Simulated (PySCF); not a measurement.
Isomers of C5H6OS. Theory: PBE0-D3(BJ)/def2-SVP geometry optimisation, gas phase (PySCF). Energies are electronic, without zero-point or thermal terms, for one conformer each. No frequencies were run at this level. Point groups hold within 0.08 Å.

Question: Order them by energy at this level, lowest first, and give relative energies in kcal/mol.
A. `[CH3:1][O:2][c:3]1[cH:4][cH:5][s:6][cH:7]1` with C1–O2–C3–C4 180° (3-methoxythiophene)
B. `[CH3:1][O:2][c:3]1[cH:4][cH:5][cH:6][s:7]1` with C1–O2–C3–C4 179°
C. `[SH:1][CH2:2][c:3]1[cH:4][cH:5][cH:6][o:7]1` with H–S1–C2–C3 -61°, S1–C2–C3–C4 -107° (furfuryl mercaptan)
D. `[CH3:1][S:2][c:3]1[cH:4][cH:5][o:6][cH:7]1` with C1–S2–C3–C4 180°

Answer: C (0.0), A (3.0), D (5.0), B (5.6).

As drawn, the lowest has an S–H bond, which the highest lacks. Neighbours under 2.5 kcal/mol apart (COc1ccsc1 and CSc1ccoc1; CSc1ccoc1 and COc1cccs1) can change places with a better method, another conformer or zero-point energy.

```tsv
SMILES	E (Eh)	E rel (kcal/mol)	dipole (D)	point group	A, B, C (MHz)
SCc1ccco1	-666.77478	0.0	1.47	C1	6032, 1297, 1181
COc1ccsc1	-666.77001	3.0	1.11	Cs	5694, 1570, 1241
CSc1ccoc1	-666.76689	5.0	0.89	Cs	5871, 1504, 1206
COc1cccs1	-666.76584	5.6	1.13	Cs	4867, 1925, 1392
```
